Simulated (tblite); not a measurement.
C4H3N3OS.
SMILES with atom numbers: `[CH3:1][S:2][c:3]1[n:4][n:5][c:6]([C:7]#[N:8])[o:9]1` (hydrogens: H10, H11, H12 on C1)

Structure used (GFN2-xTB), in Å, numbered top down from 1:
```
atom  x, y, z in Å
C1    -2.624   -0.246    0.525
S2    -1.297   -1.479    0.397
C3     0.030   -0.398    0.340
N4    -0.009    0.909    0.381
N5     1.250    1.334    0.309
C6     2.015    0.286    0.227
C7     3.419    0.269    0.132
N8     4.560    0.259    0.056
O9     1.287   -0.867    0.242
H10   -3.554   -0.802    0.574
H11   -2.477    0.342    1.424
H12   -2.600    0.392   -0.352
```

Level: GFN2-xTB in tblite, geometry and Hessian alike; calculated harmonic values, unscaled, isolated species. This tight-binding method is rough: wavenumbers can miss measured ones by several per cent, in bad cases by 10 to 20. One conformer, not necessarily the lowest.

Harmonic wavenumbers (cm⁻¹): 65.4, 88.1, 110.2, 135.8, 181.0, 249.9, 313.6, 466.4, 473.5, 538.4, 635.8, 679.0, 687.5, 732.1, 953.1, 958.2, 966.0, 1006.7, 1137.0, 1207.4, 1235.6, 1316.0, 1415.0, 1421.4, 1431.0, 1501.1, 2379.0, 3051.7, 3060.2, 3071.3.

A = 5484, B = 752.5, C = 664.5 MHz; mass 141.000 u (most abundant isotopes); point group Cs, symmetry number 1.

Problem. What is the zero-point energy?

Solution. ½Σν̃ = 15734 cm⁻¹ = 44.98 kcal/mol.

Problem. Entropy at 273.15 K, 1 bar (ideal gas, RRHO, classical rotation)?

Solution. Translation 40.33, rotation 28.89, vibration 21.56: S = 90.8 cal/(mol K).

Problem. And Cp and H(273.15 K) − H(0)?

Solution. Cp = 29.38 cal/(mol K), of which vibrations give 21.44 (their classical limit is 30 R = 59.6); H(273.15 K) − H(0) = 5.29 kcal/mol without the zero-point energy, 3.12 from vibrations.

Problem. Which modes carry the vibrational entropy at 273.15 K?

Solution. 65.4 cm⁻¹: 4.11; 88.1 cm⁻¹: 3.53; 110.2 cm⁻¹: 3.10; 135.8 cm⁻¹: 2.69; 181.0 cm⁻¹: 2.16; 249.9 cm⁻¹: 1.58 cal/(mol K); the other 24 give 4.39 together.

Problem. Blend soft modes into free rotors: weight 1/[1 + (100 cm⁻¹/ν̃)⁴] for the oscillator and the rest for a rotor with moment μB/(μ + B), μ = h/(8π²ν), B = 10⁻⁴⁴ kg m². What vibrational entropy results?

Solution. 20.17 cal/(mol K) in place of 21.56, which changes −T·S at 273.15 K by +0.38 kcal/mol.

Problem. How do the functions run with temperature in this model?

Solution. 
```json
{"T (K)": "150", "S (cal/(mol K))": "76.0", "Cp (cal/(mol K))": "20.9", "H − H(0) (kcal/mol)": "2.19", "G − H(0) (kcal/mol)": "-9.20", "ln q(vib)": "2.44"}
{"T (K)": "250", "S (cal/(mol K))": "88.2", "Cp (cal/(mol K))": "27.8", "H − H(0) (kcal/mol)": "4.62", "G − H(0) (kcal/mol)": "-17.44", "ln q(vib)": "4.62"}
{"T (K)": "298.15", "S (cal/(mol K))": "93.4", "Cp (cal/(mol K))": "31.0", "H − H(0) (kcal/mol)": "6.04", "G − H(0) (kcal/mol)": "-21.81", "ln q(vib)": "5.63"}
{"T (K)": "400", "S (cal/(mol K))": "103.4", "Cp (cal/(mol K))": "37.2", "H − H(0) (kcal/mol)": "9.53", "G − H(0) (kcal/mol)": "-31.85", "ln q(vib)": "7.71"}
{"T (K)": "600", "S (cal/(mol K))": "120.4", "Cp (cal/(mol K))": "46.2", "H − H(0) (kcal/mol)": "17.94", "G − H(0) (kcal/mol)": "-54.28", "ln q(vib)": "11.54"}
{"T (K)": "900", "S (cal/(mol K))": "140.7", "Cp (cal/(mol K))": "53.9", "H − H(0) (kcal/mol)": "33.07", "G − H(0) (kcal/mol)": "-93.57", "ln q(vib)": "16.72"}
```

q(vib) and H(0) count from the zero-point level.

Problem. What must be added to the electronic energy to get the Gibbs energy at 273.15 K and 1 bar?

Solution. ZPE + [H(273.15 K) − H(0)] − T·S = 44.98 + 5.29 − 24.80 = 25.47 kcal/mol.

Hindered rotation and anharmonicity are outside this model. Other conformers, if any are populated, would add a mixing term that is left out.

The run took 0.37 s on an Arm Neoverse V1 with one thread, shared host with 32 logical CPUs at a one-minute load of 9.8. This covers the Hessian and the dipole derivatives.
